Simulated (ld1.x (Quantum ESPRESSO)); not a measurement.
# F (Z = 9): one change to an RRKJ potential, before and after

ld1.x (Quantum ESPRESSO) 7.5 input, shortened:

```
&input
   title='F', zed=9., rel=1, dft='PBESOL', iswitch=3,
   config='[He] 2s2 2p3'
 /
 &inputp
   pseudotype=2, tm=.false., lloc=1,
   nlcc=.true., new_core_ps=.true., rcore=0.50
 /
2
2S  1  0   2.00   0.00  0.55  0.55  0.0
2P  2  1   3.00   0.00  1.00  1.00  0.0
 &test
   configts(1)='2s2 2p3'
 /
```

All-electron outer shells of the reference configuration (PBEsol, scalar-relativistic, ld1.x):

| shell | level (eV) | outermost node (bohr) | outermost maximum (bohr) |
| --- | --- | --- | --- |
| 2s | -67.75 | 0.24 | 0.73 |
| 2p | -48.88 | – | 0.66 |

Change: local potential the s channel.

Cutoffs: the cutoffs (Ry, on a coarse ladder) from which the occupation-weighted sum of valence levels, in a spherical-Bessel basis at the reference potential, stays within 10 and 1 mRy of its value at 400 Ry; they do not see the model core or the augmentation charge, which bear on the density cutoff. Errors are all-electron minus pseudo energies relative to the spin-unpolarised reference configuration.

Question: How do hardness, ghosts and transferability respond?

Answer: Of the 7 tests that both files solve, the error grows in 7 and shrinks in 0 by more than 15 % and 0.3 meV (median size 30.1 → 54.0 meV); neither file shows a bound ghost.

```csv
quantity,base,changed
"cutoff, loose",230 Ry,230 Ry
"cutoff, tight",300 Ry,over 300 Ry
loose cutoff by channel (10 mRy a level),"s 200 Ry, p 110 Ry","p 100 Ry, s 200 Ry"
bound ghosts,none,none
"error for 2s2 2p5, meV [ΔE -57.59 eV]",-3.7,+38
"error for 2s2 2p4, meV [ΔE -38.28 eV]",+5.4,+20
"error for 2s2 2p2, meV [ΔE 60.49 eV]",+30,+54
"error for 2s2 2p4.5, meV [ΔE -50.08 eV]",+3.2,+31
"error for 2s2 2p1, meV [ΔE 146.08 eV]",+244,+355
"error for 2s1 2p5, meV [ΔE -19.29 eV]",+48,+79
"error for 2s1 2p6, meV [ΔE -38.90 eV]",+41,+104
s: phases at 1.10 bohr within 0.05 rad from the reference energy up to (Ry; the scan ends near 5),to the end of the scan,to the end of the scan
p: phases at 1.10 bohr within 0.05 rad from the reference energy up to (Ry; the scan ends near 5),to the end of the scan,to the end of the scan
```
